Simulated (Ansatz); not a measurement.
`[NH2][Al]([OH])[SiH2]Cl` + HBr → `Cl[SiH2]Br` + `[NH2][AlH][OH]`  (cleavage of the Si–Al bond)

Gas-phase electronic energies from Ansatz, PBE0-D4/def2-TZVP geometries. CBS: MP2 limit from def2 TZ/QZ plus the TZ coupled-cluster correction, frozen cores. This one scheme is used for every species. Functionals use def2-TZVPP. For Br outer-core shells are correlated without core-valence functions, which leaves a few kJ/mol of doubt a bond. Scalar relativity is left out up to krypton. Each species was taken in one conformer, which may not be the lowest.

| level | ΔE (kcal/mol) |
| --- | --- |
| PBE | -18.0 |
| PBE0 | -19.2 |
| SCS-MP2/def2-TZVPP | -22.5 |
| MP2/def2-QZVPP | -23.7 |

(1) What does CCSD(T)/CBS give? (Estimate.)

Largest T1 diagnostic among the species: 0.011.

Answers

(1) The calculation gave: -21.2 kcal/mol. The listed levels differ from it by 3.2, 2.0, -1.3, -2.5 kcal/mol.

In def2-TZVPP, CCSD(T) changes the Hartree–Fock value by +4.0 kcal/mol (the triples alone add +0.3 kcal/mol) and MP2 by +1.1 kcal/mol. From PBE to PBE0 (25 % exact exchange), in def2-TZVPP and without D4, ΔE moves by −1.3 kcal/mol.
